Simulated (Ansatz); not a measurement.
Relaxation of Na3Cl2 with UKS PBE0-D4/def2-SVP.

```sh
$ ansatz run in.yaml --threads 4 --pin off --events-out ev --progress --plain --max-ram 4787MiB
```

```yaml
crystal:
  periodic: [false, false, false]
  atoms:
    - {symbol: Na, position_ang: [1.300310, -0.696120, 0.402930]}
    - {symbol: Na, position_ang: [-1.477970, 0.900570, 0.852640]}
    - {symbol: Na, position_ang: [-0.803520, 0.579870, -2.029860]}
    - {symbol: Cl, position_ang: [0.892790, 1.766390, -0.528830]}
    - {symbol: Cl, position_ang: [0.088390, -2.550700, 1.303120]}
basis:
  gaussian: {orbitals: def2-SVP}
magnetization: {spin_polarized: true, initial_magnetization: 1}
hamiltonian: {xc: pbe0, dispersion: d4}
scf: {lower_state_search: "off"}
output: {orbitals: {seedname: orbitals}}
relax: {f_tol: 0.02, max_steps: 100}
```

Run time 22 s (4 threads of Arm Neoverse V2 on a shared host).

Positions (Å) and forces (eV/Å) at steps 1, 2, 3, 4, 5, 6, 7, 9, 10, 11, 12, 13, 16, 17 of 17:

```xyz
5
step=1 energy=-38269.8736 eV
Na    1.300   -0.696    0.403    0.463    0.064   -0.040
Na   -1.478    0.901    0.853    0.020   -0.082    0.239
Na   -0.804    0.580   -2.030   -0.104    0.046   -0.476
Cl    0.893    1.766   -0.529   -0.184   -0.446    0.320
Cl    0.088   -2.551    1.303   -0.194    0.417   -0.043
5
step=2 energy=-38270.1675 eV
Na    1.455   -0.685    0.414    0.403   -0.027   -0.031
Na   -1.459    0.793    0.896    0.106   -0.278    0.128
Na   -0.847    0.617   -2.118   -0.091    0.061   -0.289
Cl    0.855    1.654   -0.477   -0.158   -0.237    0.212
Cl   -0.004   -2.378    1.285   -0.260    0.481   -0.020
5
step=3 energy=-38270.4252 eV
Na    1.587   -0.690    0.400    0.235   -0.137    0.024
Na   -1.430    0.673    0.933    0.194   -0.439    0.063
Na   -0.873    0.642   -2.187   -0.059    0.082   -0.161
Cl    0.816    1.584   -0.428   -0.149   -0.117    0.113
Cl   -0.100   -2.208    1.281   -0.220    0.611   -0.039
5
step=4 energy=-38270.6618 eV
Na    1.690   -0.710    0.387    0.073   -0.091    0.020
Na   -1.394    0.539    0.964    0.235   -0.469    0.015
Na   -0.889    0.666   -2.240   -0.027    0.094   -0.086
Cl    0.781    1.539   -0.392   -0.110   -0.096    0.062
Cl   -0.188   -2.034    1.281   -0.171    0.561   -0.013
5
step=5 energy=-38270.7939 eV
Na    1.743   -0.726    0.378    0.051   -0.026   -0.019
Na   -1.332    0.378    0.982   -0.039    0.100   -0.069
Na   -0.898    0.702   -2.282   -0.009    0.094   -0.068
Cl    0.750    1.501   -0.369   -0.062   -0.043    0.023
Cl   -0.263   -1.854    1.291    0.059   -0.125    0.133
5
step=6 energy=-38270.8364 eV
Na    1.753   -0.746    0.405    0.047   -0.087    0.003
Na   -1.354    0.318    0.956   -0.010    0.035   -0.108
Na   -0.914    0.873   -2.385   -0.042    0.067   -0.048
Cl    0.722    1.413   -0.411   -0.033    0.071    0.016
Cl   -0.207   -1.858    1.434    0.038   -0.085    0.137
5
step=7 energy=-38270.8763 eV
Na    1.750   -0.794    0.419   -0.042   -0.030    0.036
Na   -1.351    0.242    0.835    0.008   -0.093    0.010
Na   -0.957    1.032   -2.438   -0.012    0.061   -0.029
Cl    0.715    1.392   -0.438    0.006   -0.055    0.000
Cl   -0.156   -1.872    1.622    0.040    0.117   -0.017
5
step=9 energy=-38270.9059 eV
Na    1.804   -0.807    0.542   -0.018   -0.019    0.012
Na   -1.375    0.119    0.756    0.011   -0.019   -0.052
Na   -1.035    1.294   -2.512   -0.014    0.014    0.028
Cl    0.712    1.222   -0.557    0.004   -0.003   -0.002
Cl   -0.105   -1.827    1.771    0.017    0.028    0.013
5
step=10 energy=-38270.9115 eV
Na    1.862   -0.819    0.645   -0.050    0.035   -0.008
Na   -1.399    0.043    0.581    0.086   -0.101    0.083
Na   -1.142    1.435   -2.438    0.056    0.019    0.016
Cl    0.767    1.106   -0.638   -0.036    0.003   -0.068
Cl   -0.088   -1.765    1.850   -0.056    0.045   -0.023
5
step=11 energy=-38270.9027 eV rejected
Na    1.803   -0.773    0.743    0.098    0.034   -0.066
Na   -1.308   -0.054    0.532   -0.067   -0.021    0.010
Na   -1.206    1.586   -2.443    0.075   -0.014    0.055
Cl    0.806    1.039   -0.790   -0.080   -0.107    0.073
Cl   -0.095   -1.798    1.958   -0.026    0.107   -0.072
5
step=12 energy=-38270.9180 eV
Na    1.846   -0.795    0.672    0.003    0.013   -0.016
Na   -1.368   -0.016    0.582   -0.059    0.036   -0.031
Na   -1.136    1.503   -2.432   -0.028    0.019   -0.034
Cl    0.752    1.058   -0.707    0.049   -0.018    0.028
Cl   -0.095   -1.751    1.885    0.035   -0.050    0.052
5
step=13 energy=-38270.9198 eV
Na    1.843   -0.783    0.686    0.023   -0.012    0.009
Na   -1.394   -0.056    0.554    0.031    0.001   -0.011
Na   -1.143    1.559   -2.421   -0.011    0.009   -0.009
Cl    0.772    1.021   -0.746   -0.028   -0.009    0.014
Cl   -0.078   -1.741    1.927   -0.014    0.011   -0.004
5
step=16 energy=-38270.9216 eV
Na    1.866   -0.766    0.746   -0.004    0.007   -0.007
Na   -1.381   -0.126    0.488    0.001    0.001   -0.004
Na   -1.174    1.679   -2.400    0.010   -0.005    0.013
Cl    0.760    0.918   -0.816   -0.007   -0.006    0.001
Cl   -0.071   -1.705    1.982    0.000    0.004   -0.002
5
step=17 energy=-38270.9217 eV
Na    1.872   -0.755    0.761   -0.005    0.001    0.001
Na   -1.385   -0.151    0.460    0.007   -0.003    0.004
Na   -1.180    1.713   -2.376    0.011   -0.003    0.008
Cl    0.763    0.879   -0.843   -0.012    0.006   -0.012
Cl   -0.070   -1.685    1.998   -0.002    0.000   -0.001
```

The relaxation made no stability test and no search for a lower SCF solution. The structure comes from a short search, and lower isomers may exist.
